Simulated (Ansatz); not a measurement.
Two isomers of C2H7BSi: A = `CC1B[SiH2]1`, B = `CB1C[SiH2]1`.

Calculated with Ansatz (gas phase, PBE0-D4/def2-TZVP geometries, no zero-point term in ΔE). CCSD(T)/CBS adds triple-zeta CCSD(T) − MP2 to the extrapolated MP2 energy (def2 sets, frozen cores). Functionals use def2-TZVPP. B3LYP here is the variant with VWN-RPA as its local correlation; programs differ in this.

Problem. Which is lower in electronic energy at CCSD(T)/CBS, and by how much? (An estimate is asked.)

Solution. Ansatz gave: B, by 10.9 kcal/mol.

Problem. Give E(B) − E(A) in kcal/mol with CCSD(T)/def2-TZVPP, B3LYP, PBE0-D4, HF/def2-TZVPP, ωB97M-V, LDA (SPW92), CCSD(T)/def2-SVP. (Best estimate.)

Solution. Ansatz gave: CCSD(T)/def2-TZVPP -10.8, B3LYP -11.6, PBE0-D4 -12.0, HF/def2-TZVPP -12.5, ωB97M-V -11.9, LDA (SPW92) -11.7, CCSD(T)/def2-SVP -9.6. None reverses the order clearly.

Problem. Does the order hold for the free energy at 298.15 K (harmonic terms from PBE0-D4)? (An estimate is asked.)

Solution. Computed: Yes: G(B) − G(A) = -11.9 kcal/mol.

Largest T1 diagnostic: 0.013.

At CCSD(T), def2-SVP lies +1.3 kcal/mol from the extrapolated value and def2-TZVPP +0.2 kcal/mol. From BLYP to BHLYP (50 % exact exchange), in def2-TZVPP and without D4, E(B) − E(A) moves by −1.1 kcal/mol.
